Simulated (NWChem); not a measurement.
CH₅BeN; SMILES [CH3][Be][NH2]

```xyz
8

Be    -0.0055     0.0747     0.0024
C     -0.0013    -1.6043    -0.0001
H     -0.5075    -2.0345     0.8816
H      1.0273    -2.0085     0.0060
H     -0.4944    -2.0278    -0.8926
N      0.0000     1.5792     0.0002
H     -0.8217     2.1747    -0.0028
H      0.8262     2.1684    -0.0027
```
Atoms are numbered in this order, from 1.

Results from NWChem. Pople sets run with spherical d functions. Coordinates come from a PBE0/def2-SVP optimisation. Vertical excitations in the gas phase.

**Question.** What does the run give for Hartree-Fock/6-31+G*, TDHF? Quantities: lowest excitation, singlet (eV); oscillator strength of that lowest state; orbital gap (eV).

**Answer.** 
```yaml
lowest excitation, singlet (eV): 6.58
oscillator_strength_of_that_lowest_state: 0.082
orbital gap (eV): 11.43
```
